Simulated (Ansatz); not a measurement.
`NB(F)Cl` + H₂Se → `NB(F)[SeH]` + HCl  (ligand exchange at a B–Cl bond)

Calculated with Ansatz (gas phase, PBE0-D4/def2-TZVP geometries, no zero-point term in ΔE). CCSD(T)/CBS is the MP2 limit (def2-TZVPP, def2-QZVPP) plus CCSD(T) − MP2 in def2-TZVPP, frozen cores. This one scheme is used for every species. DFT in def2-TZVPP. For Se outer-core shells are correlated without core-valence functions, which leaves a few kJ/mol of doubt a bond. Scalar relativity is left out up to krypton. One conformer a species, not always the lowest.

`NB(F)Cl`:

```xyz
6

N     0.215   -0.620    0.426
B    -0.185    0.413   -0.410
F    -0.562    0.165   -1.659
Cl   -0.207    2.087    0.151
H     0.506   -0.468    1.374
H     0.232   -1.577    0.119
```

H₂Se:

Cartesian coordinates in Å:
```
Se -0.238 0.071 -0.638
H 0.163 1.006 0.419
H 0.074 -1.078 0.219
```

`NB(F)[SeH]`:

Cartesian coordinates in Å:
```
N 1.071 -0.415 0.439
B -0.081 -0.062 -0.259
F -0.239 -0.485 -1.516
Se -1.480 1.048 0.567
H 1.261 -0.135 1.384
H 1.786 -0.982 0.018
H -2.319 1.030 -0.634
```

HCl:

Z-matrix (Å, degrees):
```
Cl
H 1 1.279
```

```tsv
level	ΔE (kJ/mol)
B97M-V	40.7
r2SCAN0-D4	36.0
HF/CBS(def2)	44.0
MP2/CBS(def2)	30.0
```

(1) What does CCSD(T)/CBS give? (Estimate.)

Largest T1 diagnostic among the species: 0.011.

## Answers

(1) The calculation gave: +31.2 kJ/mol. The listed levels differ from it by 9.5, 4.8, 12.8, -1.2 kJ/mol.

In def2-TZVPP, CCSD(T) changes the Hartree–Fock value by −11.0 kJ/mol (the triples alone add −1.1 kJ/mol) and MP2 by −12.2 kJ/mol. At CCSD(T), def2-SVP lies +13.9 kJ/mol from the extrapolated value and def2-TZVPP +1.4 kJ/mol.
